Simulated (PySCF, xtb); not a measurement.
Cu(OH2)2 (CuH₄O₂), SMILES [Cu+](<-[OH2])<-[OH2], charge +1, multiplicity 1.

GFN2-xTB in xtb at its own geometry gives an orbital gap of 7.42 eV.

The structure is a stationary point at r2SCAN-D4/def2-TZVP. The spin state was assumed, not searched.

Task: What does PySCF with PBE/def2-TZVPD give? (An estimate is asked for; the answer gives what the named calculation found.)

Result: gap 3.98 eV (levels -10.82 and -6.84 eV).
